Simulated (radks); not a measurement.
Dynamic dipole polarisability and lines of the nitrogen ion N3+, [He] 2s2. Calculated with a radial shooting solver on a logarithmic mesh with Libxc functionals: scalar-relativistic Kohn-Sham, LDA (Slater exchange, VWN5 correlation), spin-polarised, spherical densities, finite nucleus; Fermi nuclear charge, rms radius of each element as measured or else 0.836 A^(1/3) + 0.57 fm. Time-dependent linear response with the Hartree and adiabatic LDA kernel, continuum included through the Sternheimer equations, no spin-orbit coupling, so fine structure and intercombination lines are absent. Lines are the poles of the dipole polarisability below minus the highest occupied eigenvalue, found on a grid refined at the orbital gaps; the lowest seven at most are given, and weak or close lines can be missed. The first line takes the name of the lowest orbital gap if no other gap lies below it; otherwise a line is named after a gap within 0.6 % of it, if that gap stands alone.

photon energy (eV),alpha (bohr^3)
0,2.102
3.339,2.202
7.791,2.814
12.244,5.958
16.696,-7.631
21.148,-1.690
25.600,-0.7435
30.052,-0.3497
34.505,-0.1098
38.957,0.1041
43.409,0.4672
47.861,52.69
52.314,-0.4693
56.766,0.2178
61.218,0.08780

Lines (eV, oscillator strength): 14.974 (82.80 nm, 2s-2p), f = 0.578; 47.908 (25.88 nm, unassigned), f = 0.321; 58.025 (21.37 nm, 2s-4p), f = 0.0840; 61.891 (20.03 nm, 2s-5p), f = 0.0360. Higher lines, where found, are left out when the end of the mesh affects them. Those listed give 97 % of the static polarisability (sum of f/w^2). Orbital energy gaps for comparison: 2s-2p 10.661 eV; 2s-3p 48.278 eV; 2s-4p 58.113 eV; 2s-5p 61.931 eV. At laser wavelengths: 1550 nm 2.107, 1064 nm 2.114, 780 nm 2.124, 532 nm 2.150, 355 nm 2.212, 266 nm 2.308, 193 nm 2.535 bohr^3.
